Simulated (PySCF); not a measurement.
C₂H₇FSi₂, SMILES C(/[SiH3])=C\[SiH2]F.

Geometry: B3LYP-D3(BJ)/def2-SVP. The structure was generated by enumeration; whether it is a known compound was not checked. Other conformers were not sampled.

Two levels are set side by side: TDA-PBE/def2-SVPD (PySCF) and TDA-ωB97X/def2-SVPD (PySCF). Vertical, same geometry. The lowest singlet is HOMO−1→LUMO 75 %, HOMO→LUMO 23 % with PBE and HOMO−1→LUMO 92 % with the other functional; states are paired by order. Differences are taken from unrounded values.

```csv
quantity,TDA-ωB97X,TDA-PBE,TDA-PBE minus TDA-ωB97X
lowest singlet excitation (eV),5.87,5.24,-0.64
lowest triplet excitation (TDA) (eV),4.08,4.07,-0.01
first bright state (f over 0.05) (eV),7.09,5.82,-1.27
its oscillator strength,0.72,0.07,-0.65
```

A lower first singlet is the usual sign of a functional without exact exchange. Differences between two approximate levels are no errors against the true value.

Rough cost on one machine, each run with all the roots and properties that it gave: TDA-ωB97X against TDA-PBE about 5 times.
